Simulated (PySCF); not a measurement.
**UHF on Be²⁺ (beryllium, charge +2)**

Configuration: 1s2, closed-shell 1S. Calculation: PySCF 2.14, in cc-pVTZ; no relativity, point nucleus.

- Total energy: -13.611158 hartree
- One-electron energy: -15.8877 hartree
- Hartree (Coulomb) energy: 4.5530 hartree
- Exchange energy: -2.2765 hartree
- Kinetic energy: 13.60348 hartree
- ⟨S²⟩: 0.0000
- ⟨L²⟩: 0.000
- Sum of ⟨r⟩: 0.8284 bohr
- Sum of ⟨r²⟩: 0.4637 bohr²
- Density at the nucleus (Gaussians lack the cusp): 33.4 bohr⁻³
- Langevin diamagnetic susceptibility: -0.367 ×10⁻⁶ cm³/mol
- Time after the integrals: 0.07 s of wall time on 1 thread of Neoverse-N1 (shared host)

```csv
shell,electrons,mean orbital energy (eV),"rms radius, mean of both spins (bohr)"
1s,2,-154.22,0.482
```
